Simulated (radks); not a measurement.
Effect of the nuclear size on neutral ytterbium, [Xe] 4f14 6s2. Method: Dirac Kohn-Sham, relativistic LDA (MacDonald-Vosko exchange, VWN5 correlation), spin-unpolarised, spherical densities, finite nucleus; Fermi nuclear charge, rms radius 5.3108 fm; computed with a radial shooting solver on a logarithmic mesh with Libxc functionals. The rms radius is varied about that value; shifts are against it.

rms radius (fm)	total energy shift (eV)	density at nucleus (e/bohr^3)	1s1/2 shift (meV)	2s1/2 shift (meV)	5s1/2 shift (meV)	5p1/2 shift (meV)	6s1/2 shift (meV)	4f7/2 shift (meV)	6p1/2 (empty) shift (meV)
4.3124	-13.5	1.079e+06	-5470	-744	-5.72	0.544	-0.222	0.963	0.188
4.801	-7.13	1.044e+06	-2890	-393	-3.03	0.287	-0.117	0.509	0.099
5.3108	0	1.012e+06	0.000	0.000	0.000	0.000	0.000	0.000	0.000
5.5445	3.43	9.991e+05	1390	189	1.46	-0.138	0.057	-0.245	-0.048
6.1605	13.0	9.672e+05	5260	716	5.50	-0.522	0.213	-0.926	-0.181

Slopes of the eigenvalues against <r^2> in GHz/fm^2, as finite differences over the two radii next to the reference (eigenvalue slopes, not the field-shift constants of lines): 1s1/2 135000, 2s1/2 18300, 5s1/2 141, 5p1/2 -13.4, 6s1/2 5.47, 4f7/2 -23.7, 6p1/2 (empty) -4.63.
